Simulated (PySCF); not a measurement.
Al(Cl)(NH2)2 (AlClH₄N₂), SMILES [NH2][Al]([Cl])[NH2]. The structure is a stationary point at PBE0-D3(BJ)/def2-SVP. One conformer was computed; it need not be the lowest.

Method: PBE0-D3(BJ)/def2-SVP run with PySCF.

Harmonic wavenumbers (cm⁻¹): 170, 186, 215, 243, 350, 352, 382, 485, 606, 687, 810, 918, 1520, 1529, 3629, 3630, 3722, 3722. Rotational constants (GHz): 5.898, 3.149, 2.053; symmetry number 2.

Work out the zero-point energy and the ideal-gas rigid-rotor harmonic-oscillator thermochemistry at 298.15 K and 1 atm.

ZPE = ½ Σ hcν = ½ × 23157 cm⁻¹ = 33.10 kcal/mol. H − E(el) = 37.93 kcal/mol. Entropy in cal/(mol K): translation 39.55, rotation 25.16, vibration 13.65, total 78.36. G − E(el) = 14.57 kcal/mol. Cp = 24.34 cal/(mol K).
